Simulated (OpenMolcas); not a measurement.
Tb3+ in CaF2

Tb3+ with its 8 nearest fluoride ions at 2.355 Å, on the Ca site of CaF2 (a = 5.46294 Å, distance in the model lattice 2.366 Å). The rest of the host is ab initio model potentials to 7.6 Å and point charges beyond; the distance is set by hand and nothing relaxes, and no local charge compensation is placed. Ligand basis ANO-RCC-VDZP.
```
Tb    0.0000    0.0000    0.0000
F     1.3597    1.3597    1.3597
F     1.3597    1.3597   -1.3597
F     1.3597   -1.3597    1.3597
F     1.3597   -1.3597   -1.3597
F    -1.3597    1.3597    1.3597
F    -1.3597    1.3597   -1.3597
F    -1.3597   -1.3597    1.3597
F    -1.3597   -1.3597   -1.3597
```

* Program: OpenMolcas 26.06
* Method: CASSCF
* Basis: ANO-RCC-VDZP [7s6p4d2f1g]
* Scalar Hamiltonian: DKH2, point nucleus
* Active space: 8 electrons in 7 orbitals (4f)
* State averaging: 2S+1 = 7 even, 7 roots; 2S+1 = 5 even, 62 roots kept (CI in the orbitals of an earlier block); 2S+1 = 3 even, 3 roots kept (CI in the orbitals of an earlier block, 0 in the spin-orbit step)
* Spin-orbit coupling: state interaction with AMFI integrals over the reference wave functions

The lowest spin-free states (labels of O, the rotations of Oh), above the lowest:

```json
{"State": "2S+1 = 7", "Degeneracy": "6", "E (cm-1)": "0.0", "Free-ion L (%)": "F (100)"}
{"State": "7A2", "Degeneracy": "1", "E (cm-1)": "999.9", "Free-ion L (%)": "F (100)"}
{"State": "5T2", "Degeneracy": "3", "E (cm-1)": "25488", "Free-ion L (%)": "D (99)"}
{"State": "5E", "Degeneracy": "2", "E (cm-1)": "25510", "Free-ion L (%)": "D (100)"}
{"State": "5E", "Degeneracy": "2", "E (cm-1)": "28947", "Free-ion L (%)": "L (99)"}
{"State": "5T2", "Degeneracy": "3", "E (cm-1)": "28950", "Free-ion L (%)": "L (99)"}
{"State": "5T2", "Degeneracy": "3", "E (cm-1)": "29016", "Free-ion L (%)": "L (99)"}
{"State": "5T1", "Degeneracy": "3", "E (cm-1)": "29088", "Free-ion L (%)": "L (100)"}
{"State": "5A1", "Degeneracy": "1", "E (cm-1)": "29399", "Free-ion L (%)": "L (93)"}
{"State": "5T1", "Degeneracy": "3", "E (cm-1)": "29450", "Free-ion L (%)": "L (95)"}
{"State": "5E", "Degeneracy": "2", "E (cm-1)": "29474", "Free-ion L (%)": "L (96)"}
{"State": "5A1", "Degeneracy": "1", "E (cm-1)": "30342", "Free-ion L (%)": "G (93)"}
{"State": "5T1", "Degeneracy": "3", "E (cm-1)": "30507", "Free-ion L (%)": "G (94)"}
{"State": "5T2", "Degeneracy": "3", "E (cm-1)": "30634", "Free-ion L (%)": "G (98)"}
{"State": "5E", "Degeneracy": "2", "E (cm-1)": "30646", "Free-ion L (%)": "G (95)"}
{"State": "5T2", "Degeneracy": "3", "E (cm-1)": "35012", "Free-ion L (%)": "H (100)"}
{"State": "5T1", "Degeneracy": "3", "E (cm-1)": "35092", "Free-ion L (%)": "H (100)"}
{"State": "5T1", "Degeneracy": "3", "E (cm-1)": "35518", "Free-ion L (%)": "H (100)"}
{"State": "5E", "Degeneracy": "2", "E (cm-1)": "35520", "Free-ion L (%)": "H (100)"}
```

The lowest levels with spin-orbit coupling:

```
E (cm-1)  Degeneracy  Label  2S+1     J  |mJ| (%)
     0.0           1     A2     7  6.01    2 (69)
     0.6           3     T2     7  6.01    1 (52)
     0.9           2      E     7  6.01    0 (44)
   185.7           3     T2     7  5.98    5 (43)
   213.8           3     T1     7  5.98    4 (33)
   253.0           1     A1     7  5.98    4 (87)
    1982           5            7  5.01    4 (40)
    2144           3     T1     7  4.98    0 (32)
    2292           3     T2     7  4.98    2 (33)
    3350           2      E     7  4.00    2 (50)
    3373           3     T2     7  4.01    3 (58)
    3562           3     T1     7  3.98    1 (56)
    3898           1     A1     7  3.99    0 (58)
    4437           1     A2     7  3.00   2 (100)
    4581           3     T2     7  2.97    1 (43)
    4641           3     T1     7  3.03    3 (39)
    5273           2      E     7  2.00    2 (50)
    5615           3     T2     7  2.15    1 (65)
    6054           3     T1     7  1.16    1 (66)
    6335           1     A1     7  0.30    0 (99)
```

Powder χT (cm3 K/mol): 9.95 at 2 K, 10.2 at 10 K, 10.7 at 50 K, 11.2 at 100 K, 11.5 at 200 K, 11.6 at 300 K. The effective moment at 300 K is 2.828 √(χT) = 9.65 μB.

Hund's rules give f8 the level 7F6 with g = 1.500, so an isolated free-ion multiplet has χT = g² J(J+1) / 8 = 11.812 cm3 K/mol. The computed 11.649 at 300 K differs by -1 %, through the field's splitting, the mixing of terms and any other multiplet in reach.

Stevens parameters of the J = 6 multiplet, which is 253 cm-1 wide (cm-1, z along the main axis): B40 = -1.797e-02, B44 = -8.992e-02, B60 = -3.011e-05, B64 = 6.296e-04.

Metal share of the active 4f orbitals (Löwdin): 99, 100, 100, 100, 100, 100, 100 %; Mulliken charge of the metal 2.30.

High states are left out of the spin-orbit mixing, which shifts the levels that they would mix with. Without dynamic correlation the ligand-field splitting of an f shell can come out too small, at times by half. A group larger than the point group allows holds several states that coincide in this model. The first state left out of the spin-orbit step lies near 46000 cm-1 above the lowest spin-free state of the reference (among the parities and spins computed), and the lists stop at four fifths of that energy or lower. No measured value stands beside these numbers; the geometry was set by hand and not optimised.

A state without a sure symmetry label is named by its multiplicity alone.
